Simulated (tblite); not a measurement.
C8H9 (doublet state).
SMILES with atom numbers: `[CH2:1][C:2]#[C:3]/[CH:4]=[CH:5]\[CH2:6][CH:7]=[CH2:8]` (hydrogens: H9, H10 on C1; H11 on C4; H12 on C5; H13, H14 on C6; H15 on C7; H16, H17 on C8)
Bond orders are those of one Lewis drawing.

Computed with GFN2-xTB (tblite), gas phase: L-BFGS steps from a force-field or distance-geometry start until the largest atomic force falls under 0.01 eV/Å.

Step 4: E = -585.6991 eV
```
atom  x, y, z in Å  |  force x, y, z in eV/Å
C1     -3.3981    1.3399    0.4741   -0.143  -0.137  -0.302
C2     -2.5176    0.3855    0.1206   -0.765   0.547   0.107
C3     -1.8081   -0.4985   -0.3232    0.409  -0.863  -0.458
C4     -0.9263   -1.4702   -0.8037    0.427  -0.283  -0.070
C5      0.3724   -1.4147   -0.4865   -0.046  -0.185  -0.136
C6      0.8810   -0.3407    0.4123   -0.019  -0.049   0.165
C7      1.9289    0.4981   -0.2281   -0.081   0.055  -0.137
C8      3.1335    0.6570    0.2684    0.220   0.046   0.024
H9     -3.4486    2.2349   -0.1003    0.194   0.545  -0.013
H10    -4.2503    1.1107    1.0677   -0.240  -0.125   0.430
H11    -1.2947   -2.2765   -1.4324   -0.191   0.157   0.146
H12     1.0837   -2.1688   -0.8180   -0.199   0.234  -0.016
H13     0.0445    0.3041    0.6900   -0.058   0.020   0.045
H14     1.2609   -0.8132    1.3189    0.202   0.062   0.125
H15     1.6476    1.0153   -1.1346   -0.118  -0.071  -0.057
H16     3.8566    1.2844   -0.2078    0.247   0.137  -0.057
H17     3.4275    0.1647    1.1725    0.161  -0.088   0.205
```

Step 5: E = -585.7443 eV
```
atom  x, y, z in Å  |  force x, y, z in eV/Å
C1     -3.4196    1.3155    0.4269   -0.532   0.370   0.091
C2     -2.5264    0.3749    0.1184   -0.008  -0.305  -0.435
C3     -1.8161   -0.5182   -0.3372   -0.311   0.163   0.077
C4     -0.9222   -1.4705   -0.8005    0.255  -0.278  -0.103
C5      0.3720   -1.4055   -0.4899    0.201  -0.255   0.011
C6      0.8875   -0.3430    0.4137   -0.107  -0.006   0.306
C7      1.9284    0.4958   -0.2281    0.461   0.097   0.141
C8      3.1412    0.6592    0.2666   -0.205  -0.024  -0.113
H9     -3.4391    2.2580   -0.0811    0.218   0.253   0.025
H10    -4.2389    1.1148    1.0849   -0.135  -0.096   0.225
H11    -1.3103   -2.2609   -1.4210   -0.133  -0.176  -0.066
H12     1.0753   -2.1574   -0.8171   -0.006   0.047  -0.125
H13     0.0449    0.2946    0.6882   -0.058   0.090   0.088
H14     1.2740   -0.8037    1.3268    0.129   0.015   0.017
H15     1.6413    1.0049   -1.1281   -0.145   0.070  -0.275
H16     3.8681    1.2861   -0.2030    0.209   0.148  -0.104
H17     3.4329    0.1676    1.1705    0.166  -0.113   0.242
```

**Question.** Estimate the geometry and energy of step 6. (The exact step hangs on the optimiser's Hessian estimate; all steps are aligned on step 5, rigid shifts and turns removed.)

**Answer.** E = -585.7669 eV, largest force 0.504 eV/Å
```
atom  x, y, z in Å  |  force x, y, z in eV/Å
C1     -3.4374    1.3136    0.4103   -0.140   0.032   0.075
C2     -2.5310    0.3669    0.1109   -0.364   0.094  -0.335
C3     -1.8214   -0.5266   -0.3430   -0.252   0.184   0.091
C4     -0.9169   -1.4748   -0.8008    0.049  -0.136  -0.042
C5      0.3751   -1.4056   -0.4906    0.123  -0.108   0.136
C6      0.8882   -0.3443    0.4178    0.004   0.060   0.218
C7      1.9343    0.4964   -0.2263   -0.044   0.043  -0.056
C8      3.1419    0.6598    0.2645    0.302   0.035   0.121
H9     -3.4317    2.2712   -0.0733    0.177   0.134   0.048
H10    -4.2371    1.1145    1.0956   -0.104  -0.054   0.121
H11    -1.3186   -2.2575   -1.4175   -0.078  -0.286  -0.141
H12     1.0719   -2.1522   -0.8188    0.182  -0.122  -0.191
H13     0.0438    0.2926    0.6891   -0.029   0.085   0.096
H14     1.2815   -0.8001    1.3310    0.080  -0.003  -0.005
H15     1.6365    1.0018   -1.1299   -0.074   0.025  -0.164
H16     3.8762    1.2894   -0.2031    0.066   0.034  -0.036
H17     3.4379    0.1668    1.1740    0.102  -0.018   0.064
```

The energy changes by -0.0226 eV. The first-order estimate −F·Δx gives -0.0344 eV and the mean of the old and new forces, exact on a quadratic surface, -0.0226 eV. The step makes an angle of 55° with the force vector and moves no atom by more than 0.024 Å.

The cost below is that of the whole relaxation. Hardware: one thread of an Arm Neoverse V2, no GPU, on a shared host. Cost: 0.55 s of wall time.
